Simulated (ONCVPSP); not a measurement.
**In (Z = 49): excitation energies, all-electron against ONCV**

| Quantity | Value |
| --- | --- |
| Element | indium (In) |
| Generator | ONCVPSP 4.0.1 |
| Type | optimised norm-conserving Vanderbilt (ONCV) |
| Functional | PBEsol |
| Relativity | fully relativistic |
| Frozen core | [Kr] 4d10 |
| Valence charge | 3 |
| Reference configuration | 5s2 5p1 |
| Partial waves | 5s: rc 1.70 bohr, ncon 3, nbas 6, qcut 3.1 1/bohr, 2 projectors, debl 3.6 Ha; 5p: rc 2.65 bohr, ncon 4, nbas 8, qcut 2.9 1/bohr, 2 projectors, debl 1.8 Ha; d scattering state at 0.23 Ha: rc 2.75 bohr, ncon 4, nbas 7, qcut 3.2 1/bohr, 1 projector |
| Local potential | polynomial inside 1.25 bohr (lpopt 5, dvloc0 0 Ha) |
| Core correction | none |

Open shells are filled in proportion to 2j + 1.

Energies are relative to the spin-unpolarised reference configuration 5s2 5p1; without spin polarisation the order of configurations can differ from experiment.

Problem. Give the all-electron excitation energy and the error of the potential for: 5s2 5p0; 5s1 5p0; 5s2 5p0.5; 5s1 5p1.

Solution.

| valence configuration | charge | ΔE all-electron (eV) | error AE − PS (meV) |
| --- | --- | --- | --- |
| 5s2 5p0 | +1 | 5.372 | -1.4 |
| 5s1 5p0 | +2 | 24.651 | +23 |
| 5s2 5p0.5 | +0.5 | 1.946 | -0.9 |
| 5s1 5p1 | +1 | 12.012 | +4.1 |

Levels in the configuration 5s2 5p0.5:

```csv
level,all-electron (eV),pseudo (eV)
5s j=1/2,-11.450,-11.466
5p j=3/2,-5.195,-5.198
5p j=1/2,-5.568,-5.572
```

Note: ghosts flagged at negative energy: s at -12.7 eV; GHOST(+) flagged for d5/2 at 13.6 eV, d3/2 at 14.2 eV, p3/2 at 26.5 eV, p1/2 at 32.9 eV. A true bound ghost makes a file unfit for plane-wave use.
